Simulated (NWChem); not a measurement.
Molecule: ditellurium (Te2, triplet); SMILES [Te]=[Te]

Program: NWChem. Spin-unrestricted. Medium grid unless said otherwise, to which SCAN and Minnesota functionals are sensitive. Coordinates come from a PBE0/def2-SVP, spin-unrestricted optimisation. No stability test was run on the SCF state. def2 effective core potentials on Te; no spin-orbit coupling. Total energies of different functionals are on different scales.

| level | energy (Ha) | highest occupied level (eV) | lowest empty minus highest occupied level, either spin (eV) | <S²> |
|---|---|---|---|---|
| B3LYP/def2-TZVP | -536.2574 | -6.07 | 2.14 | 2.01 |
| PBE/def2-TZVP | -536.0710 | -5.29 | 0.93 | 2.00 |
| M06/def2-TZVP | -536.2165 | -6.09 | 2.61 | 2.01 |
| CAM-B3LYP/def2-TZVP | -536.0653 | -7.51 | 4.68 | 2.01 |
| PW91/def2-TZVP | -536.2747 | -5.33 | 0.91 | 2.00 |
| B97-D/def2-TZVP | -537.0444 | -5.32 | 1.01 | 2.01 |
| revPBE/def2-TZVP | -536.1745 | -5.25 | 0.98 | 2.00 |
